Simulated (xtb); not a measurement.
BrPb (SMILES [Br][Pb+]), charge +1, singlet, at a GFN2-xTB geometry (such geometries of metal compounds can be far from the true shape); GFN1-xTB (xtb).

xtb was given this input:
```
$ xtb coord --gfn 1 --chrg 1 --json

# file coord
$coord
     -0.0000000000      -0.0000000000      -1.3970941771  pb
      0.0000000000       0.0000000000       3.2731920504  br
$end
```

What the program printed (banner, timings and long lists left out):

```
   ID    Z sym.   atoms
    1   82 pb     1
    2   35 br     2

           -------------------------------------------------
          |                Calculation Setup                |
           -------------------------------------------------

           -------------------------------------------------
          |                 G F N 1 - x T B                 |
           -------------------------------------------------

          ...................................................
          :                      SETUP                      :
          :.................................................:
          :  # basis functions                  14          :
          :  # atomic orbitals                  13          :
          :  # shells                            5          :
          :  # electrons                        10          :
          :  # halogen bonds                     0          :
          :  max. iterations                   250          :
          :  Hamiltonian                  GFN1-xTB          :
          :  restarted?                      false          :
          :  GBSA solvation                  false          :
          :  PC potential                    false          :
          :  electronic temp.          300.0000000     K    :
          :  accuracy                    1.0000000          :
          :  -> integral cutoff          0.2500000E+02      :
          :  -> integral neglect         0.1000000E-07      :
          :  -> SCF convergence          0.1000000E-05 Eh   :
          :  -> wf. convergence          0.2000000E-04 e    :
          :  Broyden damping             0.4000000          :
          :  net charge                          1          :
          :  unpaired electrons                  0          :
          ...................................................

 iter      E             dE          RMSdq      gap      omega  full diag
   1     -5.0949121 -0.509491E+01  0.419E+00    3.14       0.0  T
   2     -5.0526326  0.422795E-01  0.678E+00    4.73       1.0  T
   3     -5.0678157 -0.151832E-01  0.623E+00    4.57       1.0  T
   4     -5.0198197  0.479961E-01  0.556E+00    2.77       1.0  T
   5     -5.1222637 -0.102444E+00  0.124E-01    3.51       1.0  T
   6     -5.1212587  0.100499E-02  0.547E-01    3.42       1.0  T
   7     -5.1222680 -0.100933E-02  0.556E-02    3.51       1.3  T
   8     -5.1222640  0.401957E-05  0.587E-02    3.51       1.2  T
   9     -5.1222732 -0.923838E-05  0.282E-02    3.52       2.5  T
  10     -5.1222759 -0.268379E-05  0.275E-03    3.52      25.7  T
  11     -5.1222759 -0.262972E-07  0.621E-06    3.52   11394.6  T
  12     -5.1222759 -0.150990E-12  0.934E-08    3.52  100000.0  T

   *** convergence criteria satisfied after 12 iterations ***

         :::::::::::::::::::::::::::::::::::::::::::::::::::::
         ::                     SUMMARY                     ::
         :::::::::::::::::::::::::::::::::::::::::::::::::::::
         :: total energy              -5.110300430809 Eh    ::
         :: gradient norm              0.038542677723 Eh/a0 ::
         :: HOMO-LUMO gap              3.524320812978 eV    ::
         ::.................................................::
         :: SCC energy                -5.122275927312 Eh    ::
         :: -> electrostatic           0.149505079799 Eh    ::
         :: repulsion energy           0.012415354386 Eh    ::
         :: dispersion energy         -0.000439857883 Eh    ::
         :: halogen bond corr.         0.000000000000 Eh    ::
         :: add. restraining           0.000000000000 Eh    ::
         :: total charge               1.000000000000 e     ::
         :::::::::::::::::::::::::::::::::::::::::::::::::::::

           -------------------------------------------------
          |                Property Printout                |
           -------------------------------------------------

    * Orbital Energies and Occupations

         #    Occupation            Energy/Eh            Energy/eV
      -------------------------------------------------------------
         1        2.0000           -1.0260645             -27.9206
         2        2.0000           -0.9289378             -25.2777
         3        2.0000           -0.6781055             -18.4522
         4        2.0000           -0.6727937             -18.3076
         5        2.0000           -0.6727937             -18.3076 (HOMO)
         6                         -0.5432773             -14.7833 (LUMO)
         7                         -0.5432773             -14.7833
         8                         -0.3900023             -10.6125
         9                         -0.3176308              -8.6432
        10                         -0.3176308              -8.6432
        11                         -0.2880471              -7.8382
        12                         -0.2880471              -7.8382
        13                         -0.1398648              -3.8059
      -------------------------------------------------------------
                  HL-Gap            0.1295164 Eh            3.5243 eV
             Fermi-level           -0.6080355 Eh          -16.5455 eV

  Mulliken/CM5 charges         n(s)   n(p)   n(d)
     1pb    0.96847  0.97367   1.994  1.038  0.000
     2br    0.03153  0.02633   1.942  5.040 -0.013

Wiberg/Mayer (AO) data.
largest (>0.10) Wiberg bond orders for each atom

 ---------------------------------------------------------------------------
     #   Z sym  total        # sym  WBO       # sym  WBO       # sym  WBO
 ---------------------------------------------------------------------------
     1  82 pb   1.574 --     2 br   1.574
     2  35 br   1.574 --     1 pb   1.574
 ---------------------------------------------------------------------------

Topologies differ in total number of bonds
Writing topology from bond orders to xtbtopo.mol

 dipole moment from electron density (au)
     X       Y       Z
   0.0000   0.0000  -1.8902  total (Debye):    4.804

           -------------------------------------------------
          | TOTAL ENERGY               -5.110300430809 Eh   |
          | GRADIENT NORM               0.038542677723 Eh/α |
          | HOMO-LUMO GAP               3.524320812978 eV   |
           -------------------------------------------------

normal termination of xtb
```
